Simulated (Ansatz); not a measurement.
`N[SiH](C=O)CCl` + CH₃OH → `N[SiH](C=O)CO` + `CCl`  (formal exchange of groups at the Si–C bond)

Computed with Ansatz on PBE0-D4/def2-TZVP structures; ΔE is electronic, products minus reactants. CCSD(T)/CBS is the MP2 limit (def2-TZVPP, def2-QZVPP) plus CCSD(T) − MP2 in def2-TZVPP, frozen cores. This one scheme is used for every species. DFT in def2-TZVPP. B3LYP here is the variant with VWN-RPA as its local correlation; programs differ in this. Each species was taken in one conformer, which may not be the lowest.

| level | ΔE (kJ/mol) | difference from CCSD(T)/CBS |
| --- | --- | --- |
| PBE-D4 | 12.9 | -1.1 |
| PBE0-D4 | 13.4 | -0.6 |
| ωB97M-V | 12.9 | -1.1 |
| B2PLYP | 11.8 | -2.2 |
| PBE | 11.1 | -2.9 |
| r2SCAN | 13.4 | -0.6 |
| PBE0 | 11.8 | -2.2 |
| B3LYP | 9.7 | -4.3 |
| SCS-MP2/def2-TZVPP | 13.4 | -0.6 |
| CCSD/def2-TZVPP | 12.3 | -1.7 |
| CCSD(T)/def2-TZVPP | 13.3 | -0.7 |
| HF/def2-QZVPP | 9.7 | -4.3 |
| MP2/def2-QZVPP | 15.5 | 1.5 |
| SCS-MP2/def2-QZVPP | 13.6 | -0.4 |
| MP2/CBS(def2) | 15.8 | 1.8 |
| CCSD/CBS(def2) | 13.0 | -1.0 |
| CCSD(T)/CBS | 14.0 | 0 |

Largest T1 diagnostic among the species: 0.013.

In def2-TZVPP, CCSD(T) changes the Hartree–Fock value by +3.4 kJ/mol (the triples alone add +1.0 kJ/mol) and MP2 by +5.3 kJ/mol.
